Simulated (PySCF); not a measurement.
Gas-phase reaction: S6 + 6 H → 3 H2S2

Computed with PySCF and rigid-rotor harmonic-oscillator thermochemistry at 1 bar. † marks an energy on the PBE0/def2-TZVP geometry and frequencies. MP2 freezes the core. Open shells (unrestricted): H (multiplicity 2); the rest are closed-shell singlets. MP2 isn't extrapolated to the basis-set limit.

```
level               ΔH°(298 K), kJ
------------------  --------------
M06-2X/def2-TZVP†            -1341
MP2/def2-SVP†                -1297
r2SCAN/def2-TZVP†              [?]
LDA/def2-TZVP†                 [?]
ωB97M-V/def2-TZVP†           -1361
```

Fill in the missing entries.


- r2SCAN/def2-TZVP†, ΔH°(298 K), kJ: -1312
- LDA/def2-TZVP†, ΔH°(298 K), kJ: -1367
